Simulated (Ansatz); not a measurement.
A nudged elastic band was laid between two geometries of CH₅AuOS (9 atoms, charge 0, multiplicity 1).

The calculation used RKS LDA/def2-SVP (Ansatz).

```json
{"movable images": "5", "climbing image": "yes", "spring": "5.0 eV/Å²", "optimiser": "quadratic models (default)", "start path": "through a guess of the saddle point", "force threshold": "0.05 eV/Å", "iteration limit": "60", "end points": "relaxed"}
```

Initial state:

```xyz
9
Properties=species:S:1:pos:R:3
C 0.256 1.730 -1.344
S 1.486 0.721 -0.470
Au 0.263 -0.772 0.624
O -0.856 -2.252 1.713
H -0.338 1.141 -2.073
H -0.430 2.260 -0.651
H 0.836 2.493 -1.907
H -0.652 -2.175 2.669
H -0.565 -3.146 1.439
```

Final state:

```xyz
9
Properties=species:S:1:pos:R:3
C 0.222 1.677 -1.305
S 1.569 0.765 -0.500
Au 0.539 -0.811 0.673
O -0.353 -2.376 1.847
H -0.367 1.043 -1.998
H -0.460 2.160 -0.576
H 0.713 2.477 -1.901
H -0.974 -1.982 2.495
H -0.890 -2.953 1.264
```

Problem. Which bonds break or form, and what moves?

Solution. No bond is made or broken. The height of O4 over the plane of its neighbours goes from -0.42 to 0.42 Å.

Problem. Give the energies along the band, and the barrier.

Solution. The run converged. The highest image is number 3 of 0 to 6, 0.069 eV above the first end and 0.065 eV above the last; the last end lies 0.005 eV above the first. A vibrational analysis at the climbing image gives one clearly imaginary mode, 408i cm⁻¹: a first-order saddle point.

```csv
image,path coordinate (Å),energy (eV),height of O4 over the plane of its neighbours (Å)
0,0.00,0.000,-0.42
1,0.18,0.009,-0.35
2,0.36,0.044,-0.20
3,0.54,0.069,0.00
4,0.73,0.042,0.21
5,0.92,0.010,0.37
6,1.11,0.005,0.42
```

Problem. What is the geometry of the highest image?

Solution. 
```xyz
9
Properties=species:S:1:pos:R:3:forces:R:3
C 0.244 1.724 -1.339 0.02 0.00 0.01
S 1.556 0.780 -0.508 -0.01 0.00 0.00
Au 0.446 -0.762 0.634 -0.01 0.01 -0.01
O -0.564 -2.264 1.743 0.02 0.02 -0.01
H -0.356 1.097 -2.030 0.00 0.00 0.00
H -0.433 2.231 -0.620 0.00 0.00 -0.01
H 0.762 2.503 -1.938 0.00 0.00 0.00
H -0.873 -2.160 2.661 0.00 -0.02 0.00
H -0.782 -3.149 1.398 -0.01 -0.01 0.02
```

Problem. What are the harmonic wavenumbers there?

Solution. 408i, 99, 115, 152, 165, 203, 378, 407, 518, 711, 907, 918, 1251, 1360, 1381, 1468, 2963, 3069, 3078, 3714, 3831 cm⁻¹.

Run time: 17 s on 2 threads of AMD EPYC 9R45 96-Core Processor (Zen 5) (shared host), peak memory 0.16 GiB.
